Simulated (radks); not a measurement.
Q: The mean radii <r> (bohr) of the occupied orbitals of an atom or ion are listed with their occupations. Method: Dirac Kohn-Sham, B86b exchange with PBE correlation, spin-unpolarised, spherical densities, point nucleus; computed with a radial shooting solver on a logarithmic mesh with Libxc functionals.

orbital  occ.      <r>
1s1/2       2  0.03428
2s1/2       2   0.1492
2p1/2       2   0.1271
2p3/2       4   0.1318
3s1/2       2   0.4151
3p1/2       2   0.4090
3p3/2       4   0.4196
3d3/2       4   0.3970
3d5/2       6   0.4005
4s1/2       2    1.058
4p1/2       2    1.151
4p3/2       4    1.181
4d3/2       4    1.611
4d5/2       1    1.627

Name the element and its charge. Open shells, if any, fill j = l - 1/2 first.

A: Z = 43, technetium, charge +2: Tc2+ in [Kr] 4d5. The 1s radius gives Z: for a bare nucleus <r> = (2 gamma + 1)/(2Z) with gamma = sqrt(1 - (Z/c)^2), 0.03371 bohr for Z = 43, and screening makes it slightly larger (0.03428 here). The occupations add up to 41, and the charge is Z minus that.
